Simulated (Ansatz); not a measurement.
Geometry optimisation, RKS B3LYP/def2-SVP (Ansatz).

Input:

```yaml
crystal:
  periodic: [false, false, false]
  atoms:
    - { symbol: Ta, position_ang: [-0.1305, -0.217945, 0.02169] }
    - { symbol: F, position_ang: [1.767298, -0.279556, 0.265848] }
    - { symbol: O, position_ang: [-0.39797, -0.753397, 1.810438] }
    - { symbol: H, position_ang: [-0.495087, -1.001947, 2.731875] }
    - { symbol: F, position_ang: [0.237822, 0.387823, -1.73925] }
    - { symbol: F, position_ang: [-1.400821, 1.151875, 0.165377] }
    - { symbol: F, position_ang: [-0.864657, -1.783178, -0.674964] }
    - { symbol: S, position_ang: [1.719315, 2.712867, 1.306408] }
    - { symbol: H, position_ang: [1.474549, 2.278168, 2.56416] }
    - { symbol: H, position_ang: [2.462252, 1.58849, 1.008419] }
basis:
  gaussian: { orbitals: def2-SVP }
hamiltonian:
  xc: b3lyp
relax:
  f_tol: 0.03
  max_steps: 50
output:
  orbitals: {}
```

Launched with:

```bash
$ ansatz run input.yaml --threads 4 --pin off --max-ram 5120MiB --backend cpu --events-out ev --progress --plain --runs-dir out
```

Q: Where does it end, and by what steps?

A: The run converged. After 13 steps the energy has fallen by 0.254 eV; S8 moved furthest, 0.65 Å. Joined: Ta1–S8 (3.70 → 2.92 Å).

```
step  energy less start (eV)  largest force component (eV/Å)  accepted
   0                  0.0000                           0.655       yes
   1                 -0.0492                           0.616       yes
   2                 -0.1037                           0.775       yes
   3                 -0.1830                           0.712       yes
   4                 -0.2269                           0.507       yes
   5                 -0.2389                           0.234       yes
   6                 -0.2471                           0.131       yes
   7                 -0.2498                           0.083       yes
   8                 -0.2519                           0.043       yes
   9                 -0.2533                           0.168       yes
  10                 -0.2537                           0.090       yes
  11                 -0.2540                           0.038       yes
  12                 -0.2542                           0.030       yes
  13                 -0.2543                           0.018       yes
```

```xyz
10
Properties=species:S:1:pos:R:3
Ta -0.037 -0.137 0.089
F 1.778 -0.712 0.185
O -0.294 -0.632 1.895
H -0.324 -0.764 2.844
F 0.470 0.742 -1.520
F -1.448 1.128 0.213
F -0.875 -1.589 -0.730
S 1.325 2.253 1.060
H 1.208 2.079 2.397
H 2.568 1.717 1.027
```

Time of the run: 48 s on 4 threads of Arm Neoverse V1, on a shared host, peak memory 0.38 GiB.
